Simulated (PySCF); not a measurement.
Isomers of [C7H10NO]+ (charge +1), from PySCF 2.14.0, PBE0-D3(BJ)/def2-SVP geometry optimisation, gas phase. One conformer each, no zero-point energy, no frequencies.

Question: Which is lowest in electronic energy at this level?
A. `[CH3:1][O:2][c:3]1[cH:4][cH:5][cH:6][c:7]([NH3+:8])[cH:9]1` (charge +1) with C1–O2–C3–C4 0°: A = 3508, B = 1104, C = 848.0 MHz, dipole 8.46 D
B. `[CH3:1][O:2][c:3]1[cH:4][cH:5][n+:6]([CH3:7])[cH:8][cH:9]1` (charge +1) with C1–O2–C3–C4 179°: A = 4911, B = 999.0, C = 839.2 MHz, dipole 2.97 D
C. `[CH2:1]=[CH:2][c:3]1[o:4][cH:5][cH:6][n+:7]1[CH2:8][CH3:9]` (charge +1) with C1–C2–C3–O4 1°, C6–N7–C8–C9 -91°: A = 2191, B = 1576, C = 985.8 MHz, dipole 1.00 D
D. `[CH3:1][n+:2]1[cH:3][o:4][cH:5][c:6]1[CH:7]1[CH2:8][CH2:9]1` (charge +1) with C5–C6–C7–C8 40°: A = 2984, B = 1305, C = 982.9 MHz, dipole 3.27 D

Answer: B. That is `COc1cc[n+](C)cc1`, 11.3 kcal/mol below the next.

| SMILES | mapped SMILES | E (Eh) | relative (kcal/mol) | relative (kJ/mol) | dipole about centre of mass (D) |
| --- | --- | --- | --- | --- | --- |
| COc1cc[n+](C)cc1 | [CH3:1][O:2][c:3]1[cH:4][cH:5][n+:6]([CH3:7])[cH:8][cH:9]1 | -401.76458 | 0.0 | 0.0 | 2.97 |
| COc1cccc([NH3+])c1 | [CH3:1][O:2][c:3]1[cH:4][cH:5][cH:6][c:7]([NH3+:8])[cH:9]1 | -401.74652 | 11.3 | 47.4 | 8.46 |
| C=Cc1occ[n+]1CC | [CH2:1]=[CH:2][c:3]1[o:4][cH:5][cH:6][n+:7]1[CH2:8][CH3:9] | -401.73277 | 20.0 | 83.5 | 1.00 |
| C[n+]1cocc1C1CC1 | [CH3:1][n+:2]1[cH:3][o:4][cH:5][c:6]1[CH:7]1[CH2:8][CH2:9]1 | -401.71793 | 29.3 | 122.5 | 3.27 |

As drawn, the highest has a three-membered ring, which the lowest lacks.
